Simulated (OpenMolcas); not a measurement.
**Converging the integration grid for CuF (fluorocopper)**

The species is CuF (2 atoms), meant as a singlet with charge 0. SMILES: `[F][Cu]`. Geometry: a GFN2-xTB relaxation, a rough one for these elements and not checked as a minimum.

```xyz
2

F     0.7304   -0.2616    0.3668
Cu   -0.7304    0.2616   -0.3668
```

Program: OpenMolcas 26.06. Method: MN15-L/pcseg-2. Swept: integration grid. Watched: the largest force on an atom. Each run: gradient. Hardware: 1 thread of Arm Neoverse V1, shared host.

Deviations are taken from the sweep's last point, which isn't the limit.

| integration grid | value (eV/Å) | from the best (eV/Å) | wall time |
| --- | --- | --- | --- |
| Coarse | 1.16764 | +0.47278 | 10 s |
| SG1Grid | 0.59720 | -0.09766 | 10 s |
| Fine | 0.69727 | +0.00241 | 12 s |
| UltraFine | 0.69486 | 0.00000 | 18 s |

Which is the coarsest setting good to 0.02 eV/Å?

Fine: it is 0.00241 eV/Å off and takes 12 s, against 18 s for UltraFine.
